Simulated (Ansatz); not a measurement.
Reaction R1 + R2 → P1 + P2, each structure at its B3LYP-D3(BJ)/def2-TZVP stationary point, reached from a drawn start (curvature not checked).
R1, Cl3Ti (SMILES [Cl][Ti]([Cl])[Cl]) (charge 0, multiplicity 2):
| atom | x (Å) | y (Å) | z (Å) |
|---|---|---|---|
| Ti | 0.0000 | 0.0000 | 0.0000 |
| Cl | 2.2020 | 0.0000 | 0.0000 |
| Cl | -1.1010 | 1.9070 | 0.0000 |
| Cl | -1.1010 | -1.9070 | 0.0000 |
P1, Cl2Ti (SMILES [Cl][Ti][Cl]) (charge 0, multiplicity 3):
| atom | x (Å) | y (Å) | z (Å) |
|---|---|---|---|
| Ti | 0.0000 | 0.0000 | 0.0000 |
| Cl | 0.0000 | 0.0000 | 2.2491 |
| Cl | 0.0000 | 0.0000 | -2.2491 |
R2: H atom, charge 0, multiplicity 2.
P2: HCl (SMILES Cl), charge 0, multiplicity 1.

P less R. No zero-point or thermal terms; singlets are restricted closed shells; open shells are unrestricted; no spin–orbit coupling. The spin states of the d-block species are the ones drawn and need not be the lowest.

Correlated levels freeze the cores.

Programs: Ansatz (an electronic-structure program) with Gaussian orbitals. No computed number here is a measurement.

Total energies in hartree:

| structure | PBE/def2-TZVPPD | r2SCAN/def2-TZVPPD | CCSD(T)/def2-TZVPPD |
|---|---|---|---|
| R1 | -2229.536417 | -2230.203364 | -2227.944079 |
| P1 | -1769.398206 | -1769.912020 | -1768.119998 |
| R2 | -0.499616 | -0.499927 | -0.499810 |
| P2 | -460.629111 | -460.786916 | -460.333752 |

Problem. Work out the reaction energy at each level in meV (1 hartree = 27211.38625 meV), and say how far PBE/def2-TZVPPD lies from CCSD(T)/def2-TZVPPD.

Solution. 
- PBE/def2-TZVPPD: (-1769.398206) + (-460.629111) − (-2229.536417) − (-0.499616) = 0.008716 hartree = 237.2 meV
- r2SCAN/def2-TZVPPD: (-1769.912020) + (-460.786916) − (-2230.203364) − (-0.499927) = 0.004355 hartree = 118.5 meV
- CCSD(T)/def2-TZVPPD: (-1768.119998) + (-460.333752) − (-2227.944079) − (-0.499810) = -0.009861 hartree = -268.3 meV
PBE/def2-TZVPPD less CCSD(T)/def2-TZVPPD: 505.5 meV, and the two differ in sign. CCSD(T)/def2-TZVPPD is the level counted from, the highest shown, and no exact or measured value.
